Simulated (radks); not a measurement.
The numbers below are computed, except where a source is named.
Excited configurations of Ca I: one electron is placed in a higher orbital outside [Ar] 4s1. The ground configuration is [Ar] 4s2. Code: a radial shooting solver on a logarithmic mesh with Libxc functionals. Model: Dirac Kohn-Sham, PBE, spin-unpolarised, spherical densities, finite nucleus; open shells fill j = l - 1/2 first; Fermi nuclear charge, rms radius 3.4776 fm. Excitation = E - E(ground); binding = E(ion) - E, where the ion is the core of charge +1; n* = 1/sqrt(2 binding) in atomic units, and the quantum defect is n - n*.

3d3/2: excitation (eV) 2.276; binding (eV) 4.033; n* 1.837; quantum defect 1.163; eigenvalue (eV) -0.765
4p1/2: excitation (eV) 2.409; binding (eV) 3.901; n* 1.868; quantum defect 2.132; eigenvalue (eV) -1.948
5s1/2: excitation (eV) 4.091; binding (eV) 2.219; n* 2.476; quantum defect 2.524; eigenvalue (eV) -1.313
5d3/2: excitation (eV) 5.310; binding (eV) 1.000; n* 3.689; quantum defect 1.311; eigenvalue (eV) -0.562
6p1/2: excitation (eV) 5.328; binding (eV) 0.982; n* 3.723; quantum defect 2.277; eigenvalue (eV) -0.607
6d3/2: excitation (eV) 5.643; binding (eV) 0.666; n* 4.518; quantum defect 1.482; eigenvalue (eV) -0.413
6f5/2: excitation (eV) 5.838; binding (eV) 0.471; n* 5.375; quantum defect 0.625; eigenvalue (eV) -0.289

The Delta-SCF ionisation energy is 6.309 eV (NIST Atomic Spectra Database: 6.113 eV, measured). Self-interaction in the functional shifts the binding energies and quantum defects, so they are the method's values and not measured ones. Spin polarisation and multiplet splitting are left out, so open shells lie too high by an amount that depends on their filling.

Beside tabulated values, note that spin-unpolarised runs miss the spin-polarisation part of the exchange energy of open shells.
